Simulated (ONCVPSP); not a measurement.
Configuration tests for Mo (Z = 42) (ONCV)

Mo, optimised norm-conserving Vanderbilt (ONCV), made with ONCVPSP 4.0.1 (PBE, scalar-relativistic). Core [Ar] 3d10, reference 4s2 4p6 4d5 5s1. Waves: 4s+5s: rc 1.95 bohr, ncon 4, nbas 7, qcut 7.4 1/bohr, 2 projectors; 4p: rc 2.00 bohr, ncon 3, nbas 6, qcut 8.3 1/bohr, 2 projectors, debl 1.8 Ha; 4d: rc 2.10 bohr, ncon 4, nbas 9, qcut 6.7 1/bohr, 1 projector. Local part: polynomial inside 1.85 bohr (lpopt 5, dvloc0 3 Ha). Core correction: Teter function, fcfact 2.75, rcfact 1.65.

Energies are relative to the spin-unpolarised reference configuration 4s2 4p6 4d5 5s1; without spin polarisation the order of configurations can differ from experiment.

Q: Give the all-electron excitation energy and the error of the potential for: 4s2 4p6 4d5 5s0; 4s2 4p6 4d4 5s0; 4s2 4p6 4d3 5s0; 4s2 4p6 4d4 5s2.

A:

| valence configuration | charge | ΔE all-electron (eV) | error AE − PS (meV) |
| --- | --- | --- | --- |
| 4s2 4p6 4d5 5s0 | +1 | 6.890 | -2.3 |
| 4s2 4p6 4d4 5s0 | +2 | 22.352 | -8.0 |
| 4s2 4p6 4d3 5s0 | +3 | 49.096 | -17 |
| 4s2 4p6 4d4 5s2 | 0 | 0.198 | -2.0 |

Levels in the configuration 4s2 4p6 4d4 5s0:

| level | all-electron (eV) | pseudo (eV) |
| --- | --- | --- |
| 4s | -82.754 | -82.792 |
| 4p | -56.751 | -56.779 |
| 4d | -20.827 | -20.837 |
